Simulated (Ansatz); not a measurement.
`CC(C)C(=O)C(C)(C)C`. The species carries charge 0 and has multiplicity 1. Geometry: relaxed with PBE0-D4/def2-TZVP. It is one conformer, not always the lowest.

```xyz
25

C    -1.714   -1.373    0.561
C    -1.489   -0.023   -0.125
C    -2.674    0.901    0.092
C    -0.211    0.588    0.426
O    -0.260    1.380    1.337
C     1.163    0.166   -0.125
C     1.100   -0.666   -1.400
C     1.958    1.445   -0.393
C     1.858   -0.633    0.983
H    -0.889   -2.069    0.398
H    -2.625   -1.838    0.179
H    -1.830   -1.233    1.639
H    -1.357   -0.203   -1.195
H    -3.586    0.443   -0.298
H    -2.813    1.106    1.154
H    -2.529    1.859   -0.412
H     0.548   -1.599   -1.266
H     0.642   -0.113   -2.224
H     2.114   -0.929   -1.710
H     2.008    2.060    0.505
H     1.497    2.038   -1.188
H     2.974    1.192   -0.707
H     2.878   -0.881    0.675
H     1.904   -0.048    1.902
H     1.335   -1.569    1.196
```

What is the dipole moment at B3LYP/def2-TZVPP? (Estimate.)

The calculation gave: 2.57 D, with components (0.13, -1.80, -1.82) D in this frame, pointing from negative to positive charge.

And with PBE, r2SCAN, ωB97M-V? (Estimate.)

Ansatz gave: PBE 2.43 D, r2SCAN 2.52 D, ωB97M-V 2.56 D.

Give the Mulliken charges with B3LYP, PBE, ωB97M-V in def2-TZVPP. (Estimate.)

The calculation gave: 
```tsv
atom	B3LYP	PBE	ωB97M-V
C1	-0.30	-0.29	-0.33
C2	0.10	0.12	-0.06
C3	-0.26	-0.26	-0.31
C4	0.10	0.05	0.18
O5	-0.30	-0.25	-0.30
C6	0.24	0.25	-0.02
C7	-0.31	-0.29	-0.35
C8	-0.30	-0.28	-0.32
C9	-0.31	-0.29	-0.32
H10	0.08	0.08	0.10
H11	0.09	0.08	0.11
H12	0.10	0.10	0.13
H13	0.04	0.03	0.09
H14	0.08	0.07	0.10
H15	0.09	0.09	0.12
H16	0.08	0.08	0.11
H17	0.09	0.08	0.12
H18	0.08	0.08	0.12
H19	0.08	0.07	0.11
H20	0.11	0.10	0.13
H21	0.08	0.07	0.11
H22	0.08	0.07	0.11
H23	0.08	0.07	0.11
H24	0.11	0.10	0.14
H25	0.08	0.08	0.11
```

B3LYP here is the variant with VWN-RPA as its local correlation; programs differ in this.
